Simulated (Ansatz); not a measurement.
One change: `C[N](C)[AlH][OH]` becomes `C[N](C)[Zn][F]`.

Ansatz, PBE0-D4/def2-TZVP geometries, multiplicity 1. Each molecule was computed in one conformer, which needn't be the lowest.

Scalar relativity is left out up to krypton.

```
                             property  `C[N](C)[AlH][OH]`
  HOMO–LUMO gap (PBE/def2-TZVPP) / eV                4.45
    LUMO energy (PBE/def2-TZVPP) / eV               -0.69
  LUMO energy (B3LYP/def2-TZVPP) / eV               -0.15
HOMO energy (ωB97M-V/def2-TZVPP) / eV               -8.69
LUMO energy (ωB97M-V/def2-TZVPP) / eV                1.59
   HOMO energy (PBE0/def2-TZVPP) / eV               -6.39
```

(1) What does the change do to each property? (Estimate.)

## Answers

(1) Ansatz gave: 
```tsv
property	`C[N](C)[Zn][F]`	shift
HOMO–LUMO gap (PBE/def2-TZVPP) / eV	3.03	-1.42
LUMO energy (PBE/def2-TZVPP) / eV	-1.84	-1.15
LUMO energy (B3LYP/def2-TZVPP) / eV	-1.26	-1.11
HOMO energy (ωB97M-V/def2-TZVPP) / eV	-8.41	0.28
LUMO energy (ωB97M-V/def2-TZVPP) / eV	0.74	-0.85
HOMO energy (PBE0/def2-TZVPP) / eV	-6.11	0.28
```

With PBE0 the HOMO rises by 0.28 eV and the LUMO falls by 0.98 eV, so the gap narrows by about 1.26 eV. PBE moves the HOMO by 0.26 eV and ωB97M-V by 0.28 eV. The zero-point energy changes by -51.6 kJ/mol with -6 modes.

Positive LUMOs are unbound, so they and the gaps depend on the basis.

B3LYP here is the variant with VWN-RPA as its local correlation; programs differ in this.
